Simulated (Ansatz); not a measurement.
A run for Ansatz (an electronic-structure program): R-B3LYP-D3(BJ)/def2-TZVP on H5NSi (SMILES N[SiH3]).

Ansatz 0.2 input:
```yaml
crystal:
  periodic: [false, false, false]
  atoms:
    - {symbol: N, position_ang: [1.02983158, -0.04790308, -0.18424741]}
    - {symbol: Si, position_ang: [-0.68008777, 0.06820707, -0.00665478]}
    - {symbol: H, position_ang: [1.61199581, 0.61644921, 0.30008528]}
    - {symbol: H, position_ang: [1.45857246, -0.95874522, -0.14853751]}
    - {symbol: H, position_ang: [-1.19922855, -0.27173095, 1.32821595]}
    - {symbol: H, position_ang: [-0.99592380, 1.46301493, -0.30358776]}
    - {symbol: H, position_ang: [-1.22515973, -0.86929195, -0.98527376]}
basis:
  gaussian:
    orbitals: def2-TZVP
hamiltonian:
  xc: b3lyp
  dispersion: d3bj
relax: {f_tol: 0.003, max_steps: 120}
```

Output:

```
WARN ansatz: RAYON_NUM_THREADS=2 ignored (pool sized by the plan → 2); use --threads N
Functional definition: B3LYP
integrals: 0.02 GiB planned
636 factors; their error is unknown
mean field: 0.25 GiB planned
mean field evaluation 1: about -9444.1679 eV, gradient 6.2e1 eV
mean field evaluation 2: about -9431.3176 eV, gradient 9.2e1 eV
mean field evaluation 4: about -9451.2291 eV, gradient 1.5e0 eV
mean field evaluation 8: about -9451.2620 eV, gradient 2.5e-2 eV
mean field -9451.26200448 eV, -347.3274723693 hartree, gradient 5.2e-5 eV, S^2 0.000000; 0 other end points of the search recorded, 0 dependent functions left out
the calculation of the forces begins
reference -9451.26222849 eV, -347.3274806013 hartree; 13, 13 occupied and 85, 85 virtual orbitals, 636 factors
relax step   1: F+E_penalty+E_count = -9451.43012057 eV  Δ(F+E_penalty+E_count) = +0.000e0 eV  max|allowed force component| = 5.445e-1 eV/Å  Δτ_max = 0.0000 Å  (24 SCF iters, accepted)
these checks for a lower state are left out or cut short: starts, cluster_reference, orbital_swaps, neighbouring_geometries, increment
integrals: 0.02 GiB planned
636 factors; their error is unknown
mean field: 0.25 GiB planned
mean field evaluation 16: about -9451.2652 eV, gradient 6.2e-3 eV
mean field -9451.29079036 eV, -347.3285302307 hartree, gradient 9.6e-6 eV, S^2 0.000000; 0 other end points of the search recorded, 0 dependent functions left out
the calculation of the forces begins
reference -9451.29101445 eV, -347.3285384657 hartree; 13, 13 occupied and 85, 85 virtual orbitals, 636 factors
relax step   2: F+E_penalty+E_count = -9451.45785398 eV  Δ(F+E_penalty+E_count) = -2.773e-2 eV  max|allowed force component| = 1.010e-1 eV/Å  Δτ_max = 0.0448 Å  (29 SCF iters, accepted)
these checks for a lower state are left out or cut short: starts, cluster_reference, orbital_swaps, neighbouring_geometries, increment
integrals: 0.02 GiB planned
636 factors; their error is unknown
mean field: 0.25 GiB planned
mean field -9451.29212608 eV, -347.3285793176 hartree, gradient 9.6e-6 eV, S^2 0.000000; 0 other end points of the search recorded, 0 dependent functions left out
the calculation of the forces begins
reference -9451.29235039 eV, -347.3285875607 hartree; 13, 13 occupied and 85, 85 virtual orbitals, 636 factors
relax step   3: F+E_penalty+E_count = -9451.45908980 eV  Δ(F+E_penalty+E_count) = -1.236e-3 eV  max|allowed force component| = 5.067e-2 eV/Å  Δτ_max = 0.0076 Å  (29 SCF iters, accepted)
these checks for a lower state are left out or cut short: starts, cluster_reference, orbital_swaps, neighbouring_geometries, increment
integrals: 0.02 GiB planned
636 factors; their error is unknown
mean field: 0.25 GiB planned
mean field evaluation 32: about -9451.2927 eV, gradient 4.1e-5 eV
mean field -9451.29272856 eV, -347.3286014585 hartree, gradient 9.5e-6 eV, S^2 0.000000; 0 other end points of the search recorded, 0 dependent functions left out
the calculation of the forces begins
reference -9451.29295285 eV, -347.3286097009 hartree; 13, 13 occupied and 85, 85 virtual orbitals, 636 factors
relax step   4: F+E_penalty+E_count = -9451.45966872 eV  Δ(F+E_penalty+E_count) = -5.789e-4 eV  max|allowed force component| = 2.033e-2 eV/Å  Δτ_max = 0.0137 Å  (27 SCF iters, accepted)
these checks for a lower state are left out or cut short: starts, cluster_reference, orbital_swaps, neighbouring_geometries, increment
integrals: 0.02 GiB planned
636 factors; their error is unknown
mean field: 0.25 GiB planned
mean field -9451.29282654 eV, -347.3286050591 hartree, gradient 9.5e-6 eV, S^2 0.000000; 0 other end points of the search recorded, 0 dependent functions left out
the calculation of the forces begins
reference -9451.29305086 eV, -347.3286133026 hartree; 13, 13 occupied and 85, 85 virtual orbitals, 636 factors
relax step   5: F+E_penalty+E_count = -9451.45972200 eV  Δ(F+E_penalty+E_count) = -5.328e-5 eV  max|allowed force component| = 5.035e-3 eV/Å  Δτ_max = 0.0047 Å  (29 SCF iters, accepted)
these checks for a lower state are left out or cut short: starts, cluster_reference, orbital_swaps, neighbouring_geometries, increment
integrals: 0.02 GiB planned
636 factors; their error is unknown
mean field: 0.25 GiB planned
mean field -9451.29282405 eV, -347.3286049676 hartree, gradient 8.5e-5 eV, S^2 0.000000; 0 other end points of the search recorded, 0 dependent functions left out
the calculation of the forces begins
reference -9451.29304837 eV, -347.3286132110 hartree; 13, 13 occupied and 85, 85 virtual orbitals, 636 factors
relax step   6: F+E_penalty+E_count = -9451.45972329 eV  Δ(F+E_penalty+E_count) = -1.289e-6 eV  max|allowed force component| = 1.407e-3 eV/Å  Δτ_max = 0.0005 Å  (18 SCF iters, accepted)
integrals: 0.02 GiB planned
636 factors; their error is unknown
mean field: 0.25 GiB planned
mean field -9451.29282405 eV, -347.3286049676 hartree, gradient 8.5e-5 eV, S^2 0.000000; 1 other end points of the search recorded, 0 dependent functions left out
the calculation of the forces begins
reference -9451.29304837 eV, -347.3286132110 hartree; 13, 13 occupied and 85, 85 virtual orbitals, 636 factors
Total energy: -9451.45994761 eV, -347.3347466448 hartree
Atom 0 at     1.052613    -0.059627    -0.148381 Å, force    -0.001407     0.000147    -0.000131 eV/Å
Atom 1 at    -0.660787     0.066714    -0.007810 Å, force     0.000483     0.000134    -0.000363 eV/Å
Atom 2 at     1.649153     0.621248     0.294891 Å, force     0.000477    -0.000311     0.000103 eV/Å
Atom 3 at     1.494419    -0.965408    -0.165961 Å, force     0.000505     0.000119     0.000150 eV/Å
Atom 4 at    -1.228679    -0.266616     1.327873 Å, force    -0.000036    -0.000036     0.000194 eV/Å
Atom 5 at    -1.039622     1.465958    -0.311477 Å, force    -0.000043     0.000043     0.000039 eV/Å
Atom 6 at    -1.267096    -0.862267    -0.989136 Å, force     0.000020    -0.000097     0.000007 eV/Å
Dipole moment:     0.238505    -0.060285     0.127418 e Å
```

The run converged.

Cost: very roughly 16 core-seconds.
